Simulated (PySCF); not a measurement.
Ga(Cl)(Et)(Vi), SMILES C=[CH][Ga]([Cl])[CH2]C (C4H8ClGa) (CAM-B3LYP/def2-SVP optimised geometry):

```
14

Ga    -0.714    -0.829     0.000
Cl    -1.675    -2.774     0.002
C      1.250    -0.829     0.000
C      1.914    -2.205    -0.016
H      1.569    -0.250     0.884
H      1.571    -0.228    -0.868
H      1.628    -2.785    -0.907
H      1.623    -2.808     0.857
H      3.012    -2.124    -0.013
C     -1.929     0.686     0.000
C     -1.486     1.948    -0.002
H     -3.012     0.518     0.001
H     -2.167     2.808    -0.002
H     -0.418     2.195    -0.004
```

Computed with CAM-B3LYP/def2-TZVP run with PySCF.

What are the frontier orbital energies and the dipole moment?

HOMO-2 -10.10 eV, HOMO-1 -9.60 eV, HOMO -8.99 eV, LUMO -0.51 eV, LUMO+1 1.13 eV; dipole moment 2.96 D.

On the same geometry PBE/def2-TZVP run with PySCF gives HOMO-2 -7.33 eV, HOMO-1 -7.12 eV, HOMO -6.41 eV, LUMO -2.35 eV, LUMO+1 -0.60 eV; dipole moment 2.84 D.

Meta-Löwdin charges at CAM-B3LYP/def2-TZVP: Ga1 0.65, Cl2 -0.34, C3 -0.41, C4 -0.31, H5 0.12, H6 0.12, H7 0.11, H8 0.11, H9 0.11, C10 -0.32, C11 -0.20, H12 0.12, H13 0.12, H14 0.11.
